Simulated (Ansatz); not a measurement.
One change: `BC#CBO` becomes `BC#CN`.

Ansatz, PBE0-D4/def2-TZVP geometries, multiplicity 1. Each molecule was computed in one conformer, which needn't be the lowest.

```json
{"property": "LUMO energy (ωB97M-V/def2-TZVPP) / eV", "`BC#CBO`": "-0.36"}
{"property": "HOMO energy (B3LYP/def2-TZVPP) / eV", "`BC#CBO`": "-7.89"}
{"property": "HOMO–LUMO gap (ωB97M-V/def2-TZVPP) / eV", "`BC#CBO`": "9.93"}
{"property": "HOMO–LUMO gap (PBE0/def2-TZVPP) / eV", "`BC#CBO`": "5.75"}
{"property": "zero-point energy (PBE0-D4/def2-TZVP) / kJ/mol", "`BC#CBO`": "153.2"}
{"property": "LUMO energy (PBE/def2-TZVPP) / eV", "`BC#CBO`": "-3.31"}
```

Problem. What does the change do to each property? (An estimate is asked.)

Solution. Computed: 
| property | `BC#CN` | shift |
| --- | --- | --- |
| LUMO energy (ωB97M-V/def2-TZVPP) / eV | 0.76 | 1.12 |
| HOMO energy (B3LYP/def2-TZVPP) / eV | -6.85 | 1.04 |
| HOMO–LUMO gap (ωB97M-V/def2-TZVPP) / eV | 9.95 | 0.02 |
| HOMO–LUMO gap (PBE0/def2-TZVPP) / eV | 5.90 | 0.15 |
| zero-point energy (PBE0-D4/def2-TZVP) / kJ/mol | 148.4 | -4.8 |
| LUMO energy (PBE/def2-TZVPP) / eV | -2.04 | 1.27 |

With PBE0 the HOMO rises by 1.06 eV and the LUMO rises by 1.20 eV, so the gap widens by about 0.14 eV. PBE moves the HOMO by 0.95 eV and ωB97M-V by 1.10 eV. The zero-point energy changes by -4.8 kJ/mol with -3 modes.

B3LYP here is the variant with VWN-RPA as its local correlation; programs differ in this.
